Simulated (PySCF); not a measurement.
diboron tetrafluoride (B2F4), singlet, geometry from GFN2-xTB. Base run: M062X/3-21G (PySCF).

Here is a job for PySCF.
```python
from pyscf import gto, scf, dft

mol = gto.Mole()
mol.atom = '''
    F    -1.576872   -0.883978    0.675970
    B    -0.856332   -0.050030   -0.042943
    F    -1.593570    0.698751   -0.834960
    B     0.856332    0.050030    0.042943
    F     1.668795   -0.660205   -0.710020
    F     1.501647    0.845432    0.869010
'''
mol.basis = '3-21g'
mol.charge = 0
mol.spin = 0
mol.verbose = 4
mol.build()

mf = dft.RKS(mol)
mf.xc = 'm062x'
mf.kernel()
mf.analyze()
```

Each row names what was changed in the base input (with any setting that the change needs).

```tsv
change	E (Eh)	HOMO (eV)	HOMO-LUMO gap (eV)	core-seconds (rough)
base	-446.70611	-11.63	11.88	4
functional = lc_wpbe	-446.58782	-12.64	14.53	6
functional = pbe0	-446.42773	-9.93	9.27	3
functional = pbe	-446.40586	-8.04	6.54	3
functional = bp86	-446.84708	-8.15	6.60	3
functional = pw91,pw91	-446.72087	-8.12	6.55	3
functional = m06	-446.79674	-9.85	9.32	4
functional = blyp	-446.80445	-7.89	6.57	2
functional = x3lyp	-446.73463	-9.66	8.91	3
functional = hse06	-446.47231	-9.52	8.47	5
functional = hf	-444.97059	-14.43	17.38	0.4
functional = wb97m_v	-446.77954	-12.17	13.79	100
functional = b97-1	-446.75109	-9.57	8.87	3
```

Absolute energies of different levels of theory aren't comparable as measures of quality.
